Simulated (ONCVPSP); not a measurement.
# vanadium (V): ONCV pseudisation with PBE, scalar-relativistic reference atom.

ONCVPSP 4.0.1 input, shortened (lines: element, Z, core and valence counts, functional; n l f; lmax; l rc ep ncon nbas qcut; lloc lpopt rc5 dvloc0; l nproj debl; icmod fcfact rcfact), PBE, scalar-relativistic:

```
  V 23.00    5    2        4      upf
    1    0    2.00
    2    0    2.00
    2    1    6.00
    3    0    2.00
    3    1    6.00
    3    2    3.00
    4    0    2.00
    2
    0    2.75    0.00    4    8    2.30
    1    2.70    0.38    4    8    2.60
    2    1.85    0.00    4    9    9.20
    4    2    1.75    0.00
    0    2    0.70
    1    2    2.70
    2    3    3.20
    3    3.50    1.55
```

In the p channel the program set the typed energies aside and used 0.050, 2.750 Ha.

Q: Estimate the cutoffs (Ha) at which the residual kinetic energy of the hardest occupied pseudo-wave falls to 1 and 0.1 mHa per electron.

A: 30 Ha and 34 Ha.

Q: Does the potential have ghost states?

A: No bound ghost flagged; GHOST(+) flagged for s at 50.3 eV, p at 111.3 eV.

Q: Which valence shell sets the plane-wave cutoff?

A: 3d: 30 Ha for 1 mHa per electron, against 3 Ha for 4s.

Q: Tests: 3d3 4s1; 3d3 4s0; 3d2 4s0; 3d3 4s1 4p1. Which has the largest error in its energy relative to the reference configuration, and how large is it?

A: 3d2 4s0, with -414 meV (all-electron minus pseudo) on +50.93 eV.
